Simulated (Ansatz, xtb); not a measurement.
Isomers of C4H3FO2 in order of energy

4 gas-phase structures of C4H3FO2, from a drawn sample of its isomers (lower ones may exist). Each was relaxed with GFN2-xTB:

A. `FC1=COC=CO1`, a singlet
B. `FC=C1OC=CO1`, a singlet
C. `Oc1ccc(F)o1`, a singlet
D. `O=C1OCC=C1F`, a singlet

Problem. Make a reasoned guess at their ranking by r2SCAN-D4/def2-SVP single-point energy.

Solution. Calculated order at r2SCAN-D4/def2-SVP: D (0.0), C (11.3), A (41.7), B (42.1) kcal/mol. Less than 1 kcal/mol parts A and B, so the order within that pair means little.

Energies above the lowest of each column, in kcal/mol; the last columns are at B3LYP-D3(BJ)/def2-SVP geometries and were run for some of them only (a dash: not run or not comparable):

```json
{"structure": "D", "GFN2-xTB": "4.9", "HF/STO-3G": "0.0", "r2SCAN-D4/def2-SVP": "0.0", "B3LYP-D3(BJ)/def2-SVP": "0.0", "CCSD(T)/def2-SVP + ΔMP2/def2-TZVPP": "0.0"}
{"structure": "C", "GFN2-xTB": "0.0", "HF/STO-3G": "2.8", "r2SCAN-D4/def2-SVP": "11.3", "B3LYP-D3(BJ)/def2-SVP": "11.5", "CCSD(T)/def2-SVP + ΔMP2/def2-TZVPP": "12.6"}
{"structure": "A", "GFN2-xTB": "25.7", "HF/STO-3G": "21.8", "r2SCAN-D4/def2-SVP": "41.7", "B3LYP-D3(BJ)/def2-SVP": "–", "CCSD(T)/def2-SVP + ΔMP2/def2-TZVPP": "–"}
{"structure": "B", "GFN2-xTB": "19.1", "HF/STO-3G": "22.5", "r2SCAN-D4/def2-SVP": "42.1", "B3LYP-D3(BJ)/def2-SVP": "–", "CCSD(T)/def2-SVP + ΔMP2/def2-TZVPP": "–"}
```

CCSD(T)/def2-SVP + ΔMP2/def2-TZVPP puts D lowest of those it was run on; GFN2-xTB picks C. Some further structures that were screened fall inside this span and aren't listed. Flexible structures stand in one conformer each, not always the lowest. Frequencies (GFN2-xTB) were run for C, D alone. ΔMP2 is the change of the MP2 energy from the smaller to the larger basis.

Over these structures GFN2-xTB departs from r2SCAN-D4/def2-SVP by 8.1 kcal/mol on average once a common shift is removed. A GFN2-xTB relaxation took about 0.083 s and the r2SCAN-D4/def2-SVP energy about 1.8 s on a shared host (Ansatz 0.2.0, xtb 6.7.1).
